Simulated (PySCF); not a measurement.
**Steps of a relaxation of [Hf(NH2)2]2+**

[Hf(NH2)2]2+ (singlet; a saddle point, relaxed within its symmetry). PySCF 2.14.0, RKS PBE0, Hf def2-SVP with ECP60, N def2-SVP, H def2-SVP; non-relativistic Hamiltonian with scalar-relativistic core potentials where named; density fitting; no spin-orbit coupling. Origin of the start: template. Columns: position (Å) and force (eV/Å). Energies are counted from the last step; some of the 9 steps are shown. Forces carry noise of the integration grid, about 0.01 to 0.03 eV/Å.

Run from Python with OMP_NUM_THREADS=2. Where DIIS fails, smearing, a level shift and second-order steps follow.
It took 14 s on 2 threads of Arm Neoverse V2, on a shared host, from the converged density of the start.

```xyz
7
step 0  E = 0.564 eV
Hf    0.0000    0.0000   -0.1290     0.00    0.00    0.34
N     1.8401    0.0000    0.6945    -2.35    0.00   -1.11
H     2.3787   -0.8300    0.9355     0.39   -0.37    0.47
H     2.3787    0.8300    0.9355     0.39    0.37    0.47
N    -1.8401    0.0000    0.6945     2.35    0.00   -1.11
H    -2.3787    0.8300    0.9355    -0.39    0.37    0.47
H    -2.3787   -0.8300    0.9355    -0.39   -0.37    0.47
```

```xyz
7
step 3  E = 0.123 eV
Hf    0.0000    0.0000   -0.3530     0.00    0.00   -0.27
N     1.6687    0.0000    0.6396     0.41    0.00    0.20
H     2.2085   -0.8063    1.0189    -0.36    0.03   -0.03
H     2.2085    0.8063    1.0189    -0.36   -0.03   -0.03
N    -1.6687    0.0000    0.6396    -0.41    0.00    0.20
H    -2.2085    0.8063    1.0189     0.36   -0.03   -0.03
H    -2.2085   -0.8063    1.0189     0.36    0.03   -0.03
```

```xyz
7
step 5  E = 0.010 eV
Hf    0.0000    0.0000   -0.4977     0.00    0.00    0.34
N     1.5937    0.0000    0.6077     0.03    0.00   -0.03
H     2.0406   -0.8138    1.0710    -0.14    0.01   -0.07
H     2.0406    0.8138    1.0710    -0.14   -0.01   -0.07
N    -1.5937    0.0000    0.6077    -0.03    0.00   -0.03
H    -2.0406    0.8138    1.0710     0.14   -0.01   -0.07
H    -2.0406   -0.8138    1.0710     0.14    0.01   -0.07
```

Q: Where does the relaxation end?

A: It converges at step 8 in C2v:
```xyz
7
step 8  E = 0
Hf    0.0000    0.0000   -0.5148
N     1.5752    0.0000    0.6013
H     1.9878   -0.8203    1.0785
H     1.9878    0.8203    1.0785
N    -1.5752    0.0000    0.6013
H    -1.9878    0.8203    1.0785
H    -1.9878   -0.8203    1.0785
```

Q: How did the contacts change?

A: 
```
     contact  start (Å)  end (Å)
Hf1–N2 (NH2)      2.016    1.931
Hf1–N5 (NH2)      2.016    1.931
```
